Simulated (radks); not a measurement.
Problem. Species: Br4+. Configuration: [Ar] 3d10 4s2 4p1. Calculated with a radial shooting solver on a logarithmic mesh with Libxc functionals: scalar-relativistic Kohn-Sham, exchange-only B88, spin-polarised, spherical densities, finite nucleus; open shells are filled with parallel spins first; Fermi nuclear charge, rms radius 4.1629 fm. Some entries of the table are withheld. Estimate them.

orbital  occ.  eigenvalue (eV)  r(max) (bohr)  <1/r> (bohr^-1)
1s up       1        -13375.34        0.02791            35.66
1s down     1        -13375.24        0.02791            35.66
2s up       1        -1786.693         0.1592            7.898
2s down     1        -1786.646         0.1592            7.897
2p up       3        -1582.570         0.1274            7.731
2p down     3        -1582.485         0.1274            7.731
3s up       1        -290.4596         0.4838            2.595
3s down     1        -290.3264         0.4838            2.596
3p up       3        -225.9725            (1)            2.444
3p down     3        -225.8168            (2)            2.445
3d up       5              (3)         0.4299            2.161
3d down     5              (4)         0.4298            2.164
4s up       1         -67.0930          1.352           0.8823
4s down     1         -65.3800          1.344           0.8868
4p up       1         -52.1373          1.502           0.7762
4p down     0         -50.3718          1.496           0.7768

Solution. 
(1) 3p up r(max) (bohr): 0.4807
(2) 3p down r(max) (bohr): 0.4807
(3) 3d up eigenvalue (eV): -119.1812
(4) 3d down eigenvalue (eV): -118.9673
